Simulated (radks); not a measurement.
The numbers below are computed, except where a source is named.
Q: The mean radii <r> (bohr) of the occupied orbitals of an atom or ion are listed with their occupations. Level of theory: Dirac Kohn-Sham, LB94 model potential, spin-unpolarised, spherical densities, finite nucleus; Fermi nuclear charge, rms radius of each element as measured or else 0.836 A^(1/3) + 0.57 fm (a radial shooting solver on a logarithmic mesh with Libxc functionals).

| orbital | occ. | <r> |
|---|---|---|
| 1s1/2 | 2 | 0.01922 |
| 2s1/2 | 1 | 0.07724 |

Name the element and its charge. Open shells, if any, fill j = l - 1/2 first.

A: Z = 71, lutetium, charge +68: Lu68+ in [He] 2s1. The 1s radius gives Z: for a bare nucleus <r> = (2 gamma + 1)/(2Z) with gamma = sqrt(1 - (Z/c)^2), 0.01909 bohr for Z = 71, and screening makes it slightly larger (0.01922 here). The occupations add up to 3, and the charge is Z minus that.
